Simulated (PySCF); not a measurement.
I: ionisation energy

I [Kr] 4d10 5s2 5p5 [5p1/2^2 5p3/2^3, M_J = 3/2] → I⁺ [Kr] 4d10 5s2 5p4 [5p1/2^2 5p3/2^2, M_J = 2], as a difference of total energies. All numbers are calculated (PySCF 2.14, the two-component X2C-1e Hamiltonian, in x2c-TZVPall-2c (8s9p5d2f, 74 functions)). Correlated levels: [Ar] 3d10 frozen; the 6 highest virtual spinors dropped. "Screened" scales the spin-orbit matrix elements by Boettger's factors to mimic the two-electron term; Breit and QED terms are absent.

| method | ionisation energy (eV) |
| --- | --- |
| GHF (spin-free) | 9.591 |
| GMP2 (spin-free) | 10.372 |
| GHF (screened spin-orbit) | 9.417 |
| GMP2 (screened spin-orbit) | 10.204 |

Question: How much does correlation contribute at GMP2 (screened spin-orbit)?

Answer: 10.204 − (9.417) = 0.787 eV, measured against GHF (screened spin-orbit).

The spin-free rows relax to the high-spin LS determinant and lack the spin-orbit shift.

Errors of the correlated levels include the incompleteness of this basis and the frozen core.

The labels give the starting determinants; with spin-orbit coupling the two ends relaxed to ⟨J²⟩ = 3.76, ⟨L²⟩ = 2.04, ⟨S²⟩ = 0.78 and ⟨J²⟩ = 6.03, ⟨L²⟩ = 2.37, ⟨S²⟩ = 1.86.

For comparison: 10.451 eV (measured; NIST Atomic Spectra Database, ionization energies).
